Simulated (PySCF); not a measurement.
Compound: C₅H₂ClF₃.
Numbering: `[F:1][C:2]([F:3])([F:4])/[CH:5]=[C:6]1[CH:7]=[C:8]/1[Cl:9]`

Probes without a nucleus sit at each ring's centroid and 1 Å off its mean plane on both sides; NICS is minus the shielding there, NICSzz its component along the normal. Level: GIAO PBE0/pcSseg-1 (PySCF, non-relativistic, gas phase) on the GFN2-xTB geometry, one conformer.

Ring bond lengths (Å), with Mayer bond orders in brackets: C6–C7 1.446 (0.87), C7–C8 1.333 (1.52), C8–C6 1.443 (0.86).

Problem. Give the NICS values of each ring in ppm.

Solution. 
| ring | type | NICS(0) | NICS(1), two faces | NICS(1)zz, two faces | rms pucker (Å) | centre to ring atoms, mean (Å) |
| --- | --- | --- | --- | --- | --- | --- |
| C6–C7–C8 | 3-membered carbocycle; formal bonds 1 double, 2 single | -24.9 | -8.1 / -8.1 | -11.5 / -11.5 | 0.00 | 0.81 |

Problem. What do they say, and how far can they be read as aromaticity?

Solution. 
- C6–C7–C8: mean NICS(1)zz -11.5 ppm, shielded. NICS(0) lies 17 ppm below the mean NICS(1).

Problem. How equal are the bonds by HOMA? Use HOMA with the parameters of Krygowski (1993).

Solution. 
- C6–C7–C8: HOMA 0.19 = 1 − EN − GEO, with mean bond length 1.408 Å, EN = α(Ropt − mean)² = 0.099 and GEO = α × variance = 0.712.

Problem. At the second NICS(1) probe listed for ring C6–C7–C8, 1 Å off the ring, how large is the induced field along the normal in 9.4 T applied along it?

Solution. NICSzz × B0 = -11.5 ppm × 9.4 T = -108 μT, against the applied field.

Conformer computed: `[F:1][C:2]([F:3])([F:4])/[CH:5]=[C:6]1[CH:7]=[C:8]/1[Cl:9]`: F1–C2–C5–C6 121°.
